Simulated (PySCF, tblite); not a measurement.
C2H11NSSi3.
SMILES: `C=C[Si@H](S)N([SiH3])[SiH3]`

Jobs on this species (18 atoms, 88 electrons) with PySCF (density fitting) and tblite. Hardware of each: one thread, Intel Xeon at 2.50 GHz (x86_64), no GPU, on a shared host. Other jobs ran on the host; a repeat could differ by tens of per cent or more.

Task: Rank these jobs by wall time, shortest first.
A. PBE0/pcSseg-1; shieldings, charges and field gradients, density and orbital grids written; 202 basis functions
B. GFN2-xTB; L-BFGS relaxation
C. GFN2-xTB; Hessian by finite differences

Result: C (3.4 s), B (8.1 s), A (2.2 min).

All jobs:

```tsv
level and settings	work	basis functions	SCF cycles	wall time
GFN2-xTB	Hessian by finite differences	–	–	3.4 s
GFN2-xTB	L-BFGS relaxation	–	–	8.1 s
PBE0/pcSseg-1	shieldings, charges and field gradients, density and orbital grids written	202	14	2.2 min
wB97X-D/def2-SVPD	8 singlets by full TDDFT, 3 Tamm–Dancoff triplets, polarisability	247	13	2.6 min
```

Task: What do all jobs in the table cost together?

Result: About 5.0 min; the longest takes about 52 % of that, and about 46 times as long as the shortest.
